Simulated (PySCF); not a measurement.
C$_{4}$H$_{9}$KO, charge -1, doublet, at the geometry of the source list (a state made from the parent by changing its charge; the spin is typed, not shown lowest) (in this run its highest filled SCF level lies above zero, so its values depend strongly on the basis, on diffuse functions most of all); HF/STO-3G (PySCF).

Here is a job for PySCF.
```python
from pyscf import gto, scf

mol = gto.Mole()
mol.atom = '''
    K     1.982600    2.243700    1.339600
    O     0.284400    0.964400    1.266900
    C    -0.020100    0.131500    0.244300
    C     1.081600   -0.928500    0.002300
    C    -1.333700   -0.625300    0.577400
    C    -0.242600    0.891200   -1.085800
    H     0.785000   -1.636700   -0.767300
    H     1.265900   -1.467500    0.928800
    H     2.009700   -0.435700   -0.308500
    H    -1.193400   -1.181600    1.499100
    H    -1.612300   -1.306300   -0.222400
    H    -2.126200    0.100300    0.732600
    H     0.688000    1.380500   -1.394400
    H    -1.004700    1.652800   -0.936900
    H    -0.564100    0.217100   -1.875700
'''
mol.basis = 'sto-3g'
mol.charge = -1
mol.spin = 1
mol.verbose = 4
mol.build()

mf = scf.UHF(mol)
mf.kernel()
mf.analyze()
```

Q: Write the output that PySCF gives for this input, abridged.

A: 
```
PySCF version 2.14.0

[INPUT] verbose = 4
[INPUT] num. atoms = 15
[INPUT] num. electrons = 61
[INPUT] charge = -1
[INPUT] spin (= nelec alpha-beta = 2S) = 1
[INPUT] symmetry False subgroup None
[INPUT] Mole.unit = angstrom
[INPUT] Symbol           X                Y                Z      unit          X                Y                Z       unit  Magmom
[INPUT]  1 K      1.982600000000   2.243700000000   1.339600000000 AA    3.746571014563   4.239978505687   2.531477116467 Bohr   0.0
[INPUT]  2 O      0.284400000000   0.964400000000   1.266900000000 AA    0.537438109826   1.822451874531   2.394094027211 Bohr   0.0
[INPUT]  3 C     -0.020100000000   0.131500000000   0.244300000000 AA   -0.037983495104   0.248498985380   0.461660092231 Bohr   0.0
[INPUT]  4 C      1.081600000000  -0.928500000000   0.002300000000 AA    2.043927776330  -1.754610706659   0.004346370086 Bohr   0.0
[INPUT]  5 C     -1.333700000000  -0.625300000000   0.577400000000 AA   -2.520327732332  -1.181645745691   1.091127864324 Bohr   0.0
[INPUT]  6 C     -0.242600000000   0.891200000000  -1.085800000000 AA   -0.458447557819   1.684123922212  -2.051864626053 Bohr   0.0
[INPUT]  7 H      0.785000000000  -1.636700000000  -0.767300000000 AA    1.483435007784  -3.092914748076  -1.449986855379 Bohr   0.0
[INPUT]  8 H      1.265900000000  -1.467500000000   0.928800000000 AA    2.392204301087  -2.773173087799   1.755177624496 Bohr   0.0
[INPUT]  9 H      2.009700000000  -0.435700000000  -0.308500000000 AA    3.797782592538  -0.823353672473  -0.582980509428 Bohr   0.0
[INPUT] 10 H     -1.193400000000  -1.181600000000   1.499100000000 AA   -2.255199157056  -2.232900388786   2.832888433335 Bohr   0.0
[INPUT] 11 H     -1.612300000000  -1.306300000000  -0.222400000000 AA   -3.046805430636  -2.468549236519  -0.420275090103 Bohr   0.0
[INPUT] 12 H     -2.126200000000   0.100300000000   0.732600000000 AA   -4.017935686050   0.189539530294   1.384413358856 Bohr   0.0
[INPUT] 13 H      0.688000000000   1.380500000000  -1.394400000000 AA    1.300131573701   2.608766914962  -2.635034108094 Bohr   0.0
[INPUT] 14 H     -1.004700000000   1.652800000000  -0.936900000000 AA   -1.898607837351   3.123339338681  -1.770484406105 Bohr   0.0
[INPUT] 15 H     -0.564100000000   0.217100000000  -1.875700000000 AA   -1.065994506867   0.410259541643  -3.544559291847 Bohr   0.0

nuclear repulsion = 316.475729903688
number of shells = 31
number of NR pGTOs = 141
number of NR cGTOs = 47
basis = sto-3g
ecp = {}

******** <class 'pyscf.scf.uhf.UHF'> ********
method = UHF
initial guess = minao
damping factor = 0
level_shift factor = 0
DIIS = <class 'pyscf.scf.diis.CDIIS'>
diis_start_cycle = 1
diis_space = 8
diis_damp = 0
SCF conv_tol = 1e-09
SCF conv_tol_grad = None
SCF max_cycles = 50
direct_scf = True
direct_scf_tol = 1e-13
number electrons alpha = 31  beta = 30
Set gradient conv threshold to 3.16228e-05
init E= -822.166688031362

cycle= 1 E= -821.371770026938  delta_E= 0.795  |g|= 0.497  |ddm|= 3.35
cycle= 2 E= -821.542441519769  delta_E= -0.171  |g|= 0.245  |ddm|= 1.29
cycle= 3 E= -821.586506274323  delta_E= -0.0441  |g|= 0.0488  |ddm|= 0.466
cycle= 4 E= -821.589241869674  delta_E= -0.00274  |g|= 0.0115  |ddm|= 0.129
cycle= 5 E= -821.589463503102  delta_E= -0.000222  |g|= 0.00291  |ddm|= 0.0424
cycle= 6 E= -821.589478623901  delta_E= -1.51e-05  |g|= 0.000657  |ddm|= 0.0118
cycle= 7 E= -821.589479679875  delta_E= -1.06e-06  |g|= 0.000343  |ddm|= 0.00255
cycle= 8 E= -821.589480157677  delta_E= -4.78e-07  |g|= 0.000125  |ddm|= 0.00243
cycle= 9 E= -821.589480231527  delta_E= -7.38e-08  |g|= 3.34e-05  |ddm|= 0.00121
cycle= 10 E= -821.589480234837  delta_E= -3.31e-09  |g|= 1.25e-05  |ddm|= 0.000217
cycle= 11 E= -821.589480235187  delta_E= -3.5e-10  |g|= 4.81e-06  |ddm|= 5.91e-05
Extra cycle  E= -821.589480235213  delta_E= -2.61e-11  |g|= 3e-06  |ddm|= 1.02e-05
converged SCF energy = -821.589480235213  <S^2> = 0.7527045  2S+1 = 2.0027027
**** SCF Summaries ****
Total Energy =                        -821.589480235212704
Nuclear Repulsion Energy =             316.475729903688261
One-electron Energy =                -1774.401422249299685
Two-electron Energy =                  636.336212110398833
Two-electron Coulomb Energy =          702.001619764974066
DFT Exchange-Correlation Energy =      -65.665407654575233
**** MO energy ****
                             alpha | beta                alpha | beta
MO #1   energy= -131.625658641236  | -131.62089213149   occ= 1 | 1
MO #2   energy= -19.7539069119157  | -19.7513374818523  occ= 1 | 1
MO #3   energy= -13.8561905304818  | -13.8481845513883  occ= 1 | 1
MO #4   energy= -10.9561795056432  | -10.9535503521412  occ= 1 | 1
MO #5   energy= -10.9554446452906  | -10.9534026314261  occ= 1 | 1
MO #6   energy= -10.9554007246412  | -10.9496278061618  occ= 1 | 1
MO #7   energy= -10.8546676225056  | -10.8546613516078  occ= 1 | 1
MO #8   energy= -10.8377554681422  | -10.8376417052458  occ= 1 | 1
MO #9   energy= -10.8375646155858  | -10.8375439553227  occ= 1 | 1
MO #10  energy= -10.8374503056048  | -10.8374217637869  occ= 1 | 1
MO #11  energy= -1.38818767927116  | -1.37088885423919  occ= 1 | 1
MO #12  energy= -0.940062989893721 | -0.93509436073849  occ= 1 | 1
MO #13  energy= -0.780117325176255 | -0.776178250681275 occ= 1 | 1
MO #14  energy= -0.713854062599572 | -0.713541524813428 occ= 1 | 1
MO #15  energy= -0.712988438601294 | -0.712808481769952 occ= 1 | 1
MO #16  energy= -0.602996546322596 | -0.594240608543721 occ= 1 | 1
MO #17  energy= -0.60100691080086  | -0.593752236941368 occ= 1 | 1
MO #18  energy= -0.600834315112567 | -0.585151286691201 occ= 1 | 1
MO #19  energy= -0.481030245941603 | -0.47924864233214  occ= 1 | 1
MO #20  energy= -0.385139684233444 | -0.384971738553504 occ= 1 | 1
MO #21  energy= -0.38472773168593  | -0.384483670518638 occ= 1 | 1
MO #22  energy= -0.38070831702539  | -0.379114174347659 occ= 1 | 1
MO #23  energy= -0.338506071987762 | -0.338203744470813 occ= 1 | 1
MO #24  energy= -0.337664665046425 | -0.337473891063003 occ= 1 | 1
MO #25  energy= -0.308547650801339 | -0.30843642554445  occ= 1 | 1
MO #26  energy= -0.243582737106322 | -0.243466061497928 occ= 1 | 1
MO #27  energy= -0.243531706936431 | -0.241738664187251 occ= 1 | 1
MO #28  energy= -0.137007935139422 | -0.130241044206159 occ= 1 | 1
MO #29  energy= 0.0219075529101596 | 0.0276649393917634 occ= 1 | 1
MO #30  energy= 0.0261074560705252 | 0.0462578491852279 occ= 1 | 1
MO #31  energy= 0.153078527183053  | 0.448998817826298  occ= 1 | 0
MO #32  energy= 0.557202502692839  | 0.60441597079664   occ= 0 | 0
MO #33  energy= 0.561838863761981  | 0.61045191136574   occ= 0 | 0
MO #34  energy= 0.694791053918199  | 0.731226135277654  occ= 0 | 0
MO #35  energy= 0.80878832683938   | 0.810696809004816  occ= 0 | 0
MO #36  energy= 0.81661948662423   | 0.816702123426211  occ= 0 | 0
MO #37  energy= 0.837186453715187  | 0.843568385855809  occ= 0 | 0
MO #38  energy= 0.882225534891581  | 0.88451636798968   occ= 0 | 0
MO #39  energy= 0.896563609154656  | 0.896701046975116  occ= 0 | 0

To work with the spin densities directly, `use mulliken_meta_spin()` only printing them here.

 ** Mulliken spin pop alpha/beta on meta-lowdin orthogonal AOs **
 ** Mulliken Spin Density (per AO)  **
spin_pop of  0 K 1s        0.00000
spin_pop of  0 K 2s        0.00003
spin_pop of  0 K 3s        0.00054
spin_pop of  0 K 4s        0.79470
spin_pop of  0 K 2px       0.00000
spin_pop of  0 K 2py      -0.00000
spin_pop of  0 K 2pz      -0.00000
spin_pop of  0 K 3px       0.00048
spin_pop of  0 K 3py      -0.00034
spin_pop of  0 K 3pz      -0.00170
spin_pop of  0 K 4px       0.07084
spin_pop of  0 K 4py       0.04732
spin_pop of  0 K 4pz       0.00426
spin_pop of  1 O 1s        0.00000
spin_pop of  1 O 2s        0.02450
spin_pop of  1 O 2px       0.03837
spin_pop of  1 O 2py       0.01307
spin_pop of  1 O 2pz       0.00376
spin_pop of  2 C 1s       -0.00000
spin_pop of  2 C 2s       -0.00039
spin_pop of  2 C 2px      -0.00121
spin_pop of  2 C 2py      -0.00023
spin_pop of  2 C 2pz       0.00109
spin_pop of  3 C 1s       -0.00000
spin_pop of  3 C 2s        0.00003
spin_pop of  3 C 2px       0.00141
spin_pop of  3 C 2py      -0.00012
spin_pop of  3 C 2pz      -0.00001
spin_pop of  4 C 1s        0.00000
spin_pop of  4 C 2s        0.00076
spin_pop of  4 C 2px       0.00133
spin_pop of  4 C 2py       0.00041
spin_pop of  4 C 2pz       0.00015
spin_pop of  5 C 1s       -0.00000
spin_pop of  5 C 2s        0.00003
spin_pop of  5 C 2px       0.00076
spin_pop of  5 C 2py       0.00056
spin_pop of  5 C 2pz      -0.00004
spin_pop of  6 H 1s        0.00030
spin_pop of  7 H 1s       -0.00003
spin_pop of  8 H 1s       -0.00052
spin_pop of  9 H 1s       -0.00016
spin_pop of  10 H 1s        0.00046
spin_pop of  11 H 1s       -0.00016
spin_pop of  12 H 1s       -0.00052
spin_pop of  13 H 1s       -0.00003
spin_pop of  14 H 1s        0.00030
 ** Mulliken Spin Density (per atom)  **
spin density of  0 K =      0.91613
spin density of  1 O =      0.07971
spin density of  2 C =     -0.00075
spin density of  3 C =      0.00131
spin density of  4 C =      0.00265
spin density of  5 C =      0.00131
spin density of  6 H =      0.00030
spin density of  7 H =     -0.00003
spin density of  8 H =     -0.00052
spin density of  9 H =     -0.00016
spin density of  10 H =      0.00046
spin density of  11 H =     -0.00016
spin density of  12 H =     -0.00052
spin density of  13 H =     -0.00003
spin density of  14 H =      0.00030
 ** Mulliken pop alpha/beta on meta-lowdin orthogonal AOs **
 ** Mulliken pop       alpha | beta **
In total            31.00000 | 30.00000
 ** Mulliken atomic charges   ( Nelec_alpha | Nelec_beta ) **
charge of  0K =     -0.20240  (    10.05926      9.14313 )
charge of  1O =     -0.61757  (     4.34864      4.26893 )
charge of  2C =      0.15989  (     2.91968      2.92043 )
charge of  3C =     -0.12880  (     3.06505      3.06374 )
charge of  4C =     -0.13058  (     3.06661      3.06396 )
charge of  5C =     -0.12881  (     3.06506      3.06375 )
charge of  6H =     -0.00489  (     0.50259      0.50229 )
charge of  7H =      0.01051  (     0.49473      0.49476 )
charge of  8H =      0.01130  (     0.49409      0.49461 )
charge of  9H =      0.00993  (     0.49496      0.49511 )
charge of  10H =     -0.00551  (     0.50299      0.50253 )
charge of  11H =      0.00993  (     0.49496      0.49511 )
charge of  12H =      0.01133  (     0.49407      0.49460 )
charge of  13H =      0.01051  (     0.49473      0.49476 )
charge of  14H =     -0.00486  (     0.50258      0.50228 )

WARN: System has nonzero charge -1; the dipole moment is origin-dependent.
Location of origin: [0. 0. 0.]

Dipole moment(X, Y, Z, Debye): -4.88965, -6.65340, -5.17714
```
